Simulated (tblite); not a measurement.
Compound: C₆H₆F₃O (doublet state).
Z-matrix (Å and degrees, GFN2-xTB geometry), rows numbered from 1:
```
C 
O   1  1.4389
C   2  1.2822  1  122.53
C   3  1.3357  2  143.36  1    25.01
C   4  1.5074  3  119.13  2  -162.02
C   4  1.4528  3  122.96  2    28.54
F   6  1.3572  4  116.36  3    -7.01
C   6  1.3414  4  128.84  3   168.26
F   8  1.3292  6  126.03  4     5.78
F   8  1.3320  6  123.73  4  -176.50
H   1  1.0904  2  109.12  3   -95.15
H   1  1.0905  2  110.84  3    25.84
H   1  1.0885  2  106.46  3   146.15
H   5  1.0880  4  110.36  3   127.09
H   5  1.0854  4  109.39  3     7.19
H   5  1.0880  4  111.15  3  -113.05
```

All values are computed: GFN2-xTB (tblite) harmonic vibrations without scaling, gas phase. Errors from tens to a few hundred cm⁻¹ against measured bands are possible. One conformer, not necessarily the lowest. Open shells enter through the occupations alone, without spin polarisation, and single modes of such species can be off by tens of per cent.

Harmonic wavenumbers (cm⁻¹): 32.5, 107.0, 112.2, 132.8, 147.6, 198.2, 212.8, 216.4, 269.9, 307.7, 342.3, 385.4, 397.0, 482.9, 489.3, 526.3, 597.0, 678.6, 873.4, 949.0, 1016.4, 1030.9, 1072.2, 1106.6, 1114.2, 1194.0, 1223.8, 1261.8, 1370.6, 1398.8, 1441.3, 1452.9, 1475.3, 1481.7, 1634.6, 1698.6, 2997.1, 2999.3, 3019.8, 3028.1, 3033.4, 3066.2.

A = 2258, B = 860.6, C = 645.5 MHz; mass 151.037 u (most abundant isotopes); point group C1, symmetry number 1; spin multiplicity 2.

Q: What is the zero-point energy?

A: Half the sum of the wavenumbers: 23288 cm⁻¹ = 66.58 kcal/mol.

Q: What is S at 400 K and 1 bar for an ideal gas of classical rigid rotors and harmonic oscillators?

A: Translation 42.43, rotation 30.80, vibration 44.42, spin (R ln 2) 1.38: S = 119.0 cal/(mol K).

Q: And Cp and H(400 K) − H(0)?

A: Cp = 48.10 cal/(mol K), of which vibrations give 40.15 (their classical limit is 42 R = 83.5); H(400 K) − H(0) = 12.18 kcal/mol without the zero-point energy, 9.00 from vibrations.

Q: How do the functions run with temperature in this model?

A: 
```
T (K)  S (cal/(mol K))  Cp (cal/(mol K))  H − H(0) (kcal/mol)  G − H(0) (kcal/mol)  ln q(vib)
  100             73.3              21.2                 1.38                -5.95       1.94
  200             91.6              32.2                 4.09               -14.23       5.04
  300            106.3              40.6                 7.74               -24.15       8.12
  500            130.5              54.5                17.32               -47.92      13.78
  800            159.2              67.7                35.84               -91.56      21.27
 1000            175.0              73.2                49.95              -125.02      25.70
```

q(vib) and H(0) count from the zero-point level.

Q: What must be added to the electronic energy to get the Gibbs energy at 400 K and 1 bar?

A: ZPE + [H(400 K) − H(0)] − T·S = 66.58 + 12.18 − 47.61 = 31.15 kcal/mol.

Q: Which modes carry the vibrational entropy at 400 K?

A: 32.5 cm⁻¹: 6.25; 107.0 cm⁻¹: 3.90; 112.2 cm⁻¹: 3.80; 132.8 cm⁻¹: 3.47; 147.6 cm⁻¹: 3.27; 198.2 cm⁻¹: 2.70 cal/(mol K); the other 36 give 21.02 together.

Q: Blend soft modes into free rotors: weight 1/[1 + (100 cm⁻¹/ν̃)⁴] for the oscillator and the rest for a rotor with moment μB/(μ + B), μ = h/(8π²ν), B = 10⁻⁴⁴ kg m². What vibrational entropy results?

A: 41.54 cal/(mol K) in place of 44.42, which changes −T·S at 400 K by +1.15 kcal/mol.

Hindered rotation and anharmonicity are outside this model. Other conformers, if any are populated, would add a mixing term that is left out. The structure is chiral; the term R ln 2 for an equal mix with its mirror image is left out.
